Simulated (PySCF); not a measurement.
Si(Cl)(OH)(NH2)2 (ClH₅N₂OSi), SMILES N[Si](O)(N)Cl. Geometry: PBE-D3(BJ)/def2-SVP. The structure was generated by enumeration, and PubChem lists no compound with its InChIKey, so it may never have been made. Other conformers were not sampled.

Computed equilibrium geometry at PBE-D3(BJ)/def2-SVP (PySCF confirms it by a frequency run) as bond lengths and angles (one conformer of several):
Atoms: N1 Si2 N3 O4 Cl5 H6 H7 H8 H9 H10. Bond lengths (Å): N1–Si2 1.712, N1–H6 1.021, N1–H7 1.021, Si2–N3 1.722, Si2–O4 1.676, Si2–Cl5 2.111, N3–H8 1.021, N3–H9 1.023, O4–H10 0.973. Angles (°): Si2–N1–H6 119.7, Si2–N1–H7 119.9, H6–N1–H7 112.5, N1–Si2–N3 107.3, N1–Si2–O4 103.8, N1–Si2–Cl5 118.2, N3–Si2–O4 120.4, N3–Si2–Cl5 102.9, O4–Si2–Cl5 105.2, Si2–N3–H8 119.6, Si2–N3–H9 119.1, H8–N3–H9 112.0, Si2–O4–H10 112.8.
